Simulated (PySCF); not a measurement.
Cost of one run: shielding job, `[SiH3]CCOc1ncco1`.

Method: GIAO PBE0/pcSseg-1 NMR shielding, non-relativistic, gas phase (PySCF 2.14.0, density-fitted response routines). Geometry: GFN2-xTB. Work: shieldings, ring-centre shieldings, charges and field gradients, density and orbital grids written, density fitting. A driver script takes a list of jobs; this job's settings line and coordinates (Å) are shown.

Command:
```bash
OMP_NUM_THREADS=1 python probes_run.py task.json out
```

Input:
```
{"job": {"kind": "nmr", "xc": "PBE0", "basis": "pcSseg-1"}, "charge": 0, "multiplicity": 1}
Si    -3.134208     0.255217    -0.833347
C     -1.379649     0.542804    -0.160667
C     -0.765162    -0.718665     0.415749
O      0.505801    -0.480334     1.030245
C      1.505187    -0.249307     0.199327
N      1.493754    -0.250204    -1.095787
C      2.791004     0.029380    -1.446381
C      3.525196     0.186914    -0.323547
O      2.698926     0.007566     0.748734
H     -3.990248    -0.234776     0.250585
H     -3.648501     1.530446    -1.332667
H     -3.100574    -0.733092    -1.910628
H     -0.730053     0.904903    -0.957997
H     -1.394427     1.309012     0.616183
H     -0.641510    -1.473950    -0.365959
H     -1.374287    -1.121437     1.227218
H      3.077814     0.093227    -2.474768
H      4.552179     0.408615    -0.127469
```

Hardware: AMD EPYC 9B45, one thread, no GPU, shared host with 48 logical CPUs at a one-minute load of 8.9. PySCF's memory limit was set to 1280 MB.

Question: How large is the basis?

Answer: 205 functions for 76 electrons, with 1080 fitting functions; the fitted three-index integrals, 1080 × 205 × 206/2 numbers of 8 bytes, come to 170 MiB.

Question: Which is nearest to the wall time?
A. 0.42 s
B. 3.1 s
C. 25 s

Answer: C. The run took 25 s. The SCF took 14 cycles.

Question: Estimate the peak memory.

Answer: About 0.92 GiB. Peak memory is the resident size of the whole Python process, interpreter and libraries included.

Question: At this speed, how long would 1000 such jobs take on 32 cores, one job a core?

Answer: 1000/32 gives 32 rounds of 25 s, about 13 min of wall time and 6.9 core-hours, if the jobs don't slow each other.

The SCF part of the output:
```
coarse grid: 15872 points
cycle   1  E = -689.8118300757  dE =  1.589e+00  |g| = 7.028e-01  |ddm| = 3.843e+00
cycle   2  E = -689.7459903552  dE =  6.584e-02  |g| = 9.411e-01  |ddm| = 9.582e-01
cycle   3  E = -689.9069906925  dE = -1.610e-01  |g| = 6.786e-02  |ddm| = 5.469e-01
cycle   4  E = -689.9075556552  dE = -5.650e-04  |g| = 4.425e-02  |ddm| = 7.749e-02
cycle   5  E = -689.9079455289  dE = -3.899e-04  |g| = 1.384e-02  |ddm| = 3.970e-02
cycle   6  E = -689.9079797904  dE = -3.426e-05  |g| = 5.077e-03  |ddm| = 1.294e-02
cycle   7  E = -689.9079854680  dE = -5.678e-06  |g| = 9.754e-04  |ddm| = 4.382e-03
final grid: 149728 points
cycle   8  E = -689.9811317100  dE = -2.569e-05  |g| = 1.445e-02  |ddm| = 2.619e-02
cycle   9  E = -689.9810605026  dE =  7.121e-05  |g| = 2.419e-02  |ddm| = 2.262e-02
cycle  10  E = -689.9811685879  dE = -1.081e-04  |g| = 2.770e-03  |ddm| = 1.584e-02
cycle  11  E = -689.9811703919  dE = -1.804e-06  |g| = 4.249e-04  |ddm| = 2.398e-03
cycle  12  E = -689.9811704253  dE = -3.337e-08  |g| = 1.335e-04  |ddm| = 3.932e-04
cycle  13  E = -689.9811704289  dE = -3.633e-09  |g| = 4.418e-05  |ddm| = 1.434e-04
cycle  14  E = -689.9811704293  dE = -3.920e-10  |g| = 1.985e-05  |ddm| = 4.727e-05
converged SCF energy = -689.9811704293
```

On the final grid dE counts from the start density on that grid.

Times come from a shared host and carry two figures at best.
